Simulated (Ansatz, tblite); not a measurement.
Removing and adding an electron: MoO3. Total charge 0; singlet. Geometry: r2SCAN-D4/def2-TZVP. Ansatz, gas phase; energy differences of separate SCF runs; the oxidised species was run as a doublet alone; the reduced species was run as a doublet alone.

```xyz
4

Mo    0.417   -0.039   -0.066
O     0.053   -0.486    1.538
O    -0.423   -1.055   -1.146
O    -0.047    1.580   -0.326
```

In the def2 sets Mo takes a core potential; there is no spin–orbit coupling. The xTB rows come from tblite.

(1) Estimate orbital energies and vertical ionisation energies and electron affinities at: GFN1-xTB; GFN2-xTB; PBE-D4/def2-TZVP; PBE-D4/def2-TZVPD; r2SCAN-D4/def2-TZVP; r2SCAN-D4/def2-TZVPD; PBE0-D4/def2-TZVP; PBE0-D4/def2-TZVPD.

## Answers

(1) 
| level | −HOMO (eV) | vertical IE (eV) | −LUMO (eV) | vertical EA (eV) | HOMO–LUMO gap (eV) | IE − EA (eV) | remarks |
| --- | --- | --- | --- | --- | --- | --- | --- |
| GFN1-xTB | 13.45 | 17.27 | 10.63 | 6.99 | 2.82 | 10.27 | – |
| GFN2-xTB | 13.24 | 17.15 | 12.82 | 8.38 | 0.43 | 8.77 | – |
| PBE-D4/def2-TZVP | 7.39 | 10.99 | 5.43 | – | 1.97 | – | – |
| PBE-D4/def2-TZVPD | 7.45 | – | 5.45 | 2.70 | 2.00 | – | HOMO above zero (-1 doublet), restricted SCF unstable in HF (singlet) |
| r2SCAN-D4/def2-TZVP | 7.76 | 11.13 | 5.26 | – | 2.50 | – | restricted SCF unstable in HF (singlet) |
| r2SCAN-D4/def2-TZVPD | 7.78 | – | 5.25 | 2.88 | 2.53 | – | restricted SCF unstable in HF (singlet) |
| PBE0-D4/def2-TZVP | 9.03 | 11.26 | 4.75 | – | 4.27 | – | restricted SCF unstable in HF (singlet), spin-contaminated (⟨S²⟩ 0.83) (+1 doublet) |
| PBE0-D4/def2-TZVPD | 9.06 | – | 4.75 | 2.99 | 4.31 | – | restricted SCF unstable in HF (singlet) |

Relaxing the oxidised species (r2SCAN-D4/def2-TZVP) changes its energy by -0.09 eV at PBE-D4/def2-TZVP, so the adiabatic ionisation energy to this nearest minimum is 10.91 eV. At PBE0-D4/def2-TZVP it is 10.96 eV.  Run but left out: HF/def2-TZVPP, MP2/def2-TZVPP, CCSD/def2-TZVPP, CCSD(T)/def2-TZVPP (singlet: restricted singlet, unstable towards broken spin symmetry).   A HOMO above zero means that the electron is unbound at that level or that self-interaction error raises the level; the energy of removing that electron tells which. Raw xTB energy differences between charge states are shifted by several eV; the methods need an empirical correction for them.
